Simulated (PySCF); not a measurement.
C2H6ClNSn, neutral, multiplicity 1. Atoms are numbered in the order given.

```xyz
11

Sn     0.7383     0.3127     0.0000
Cl    -1.0931     1.8858     0.0000
N     -0.4245    -1.3711     0.0000
C      0.2244    -2.6562     0.0000
C     -1.8609    -1.4469     0.0000
H     -0.0480    -3.2571    -0.8900
H     -0.0480    -3.2571     0.8900
H      1.3229    -2.5481     0.0000
H     -2.2362    -1.9889     0.8904
H     -2.2362    -1.9889    -0.8904
H     -2.2988    -0.4391     0.0000
```

Geometry optimised at PBE0-D3(BJ)/def2-SVP. The structure was generated by enumeration; whether it is a known compound was not checked. The def2 effective core potentials stand for the cores of Sn; spin–orbit coupling is left out. The values are those of a single conformer.

The numbers are results of PBE/def2-TZVP in PySCF, not measurements.

ESP charges are fitted to the potential on shells at 1.4 to 2.0 van der Waals radii. Atomic charges (e):

```tsv
atom	ESP fit	Löwdin	Mulliken
Sn1	0.18	0.20	0.53
Cl2	-0.26	-0.06	-0.41
N3	0.19	-0.10	-0.29
C4	-0.47	-0.37	-0.27
C5	-0.40	-0.36	-0.27
H6	0.13	0.11	0.12
H7	0.13	0.11	0.12
H8	0.14	0.12	0.11
H9	0.12	0.11	0.11
H10	0.12	0.11	0.11
H11	0.12	0.12	0.14
```
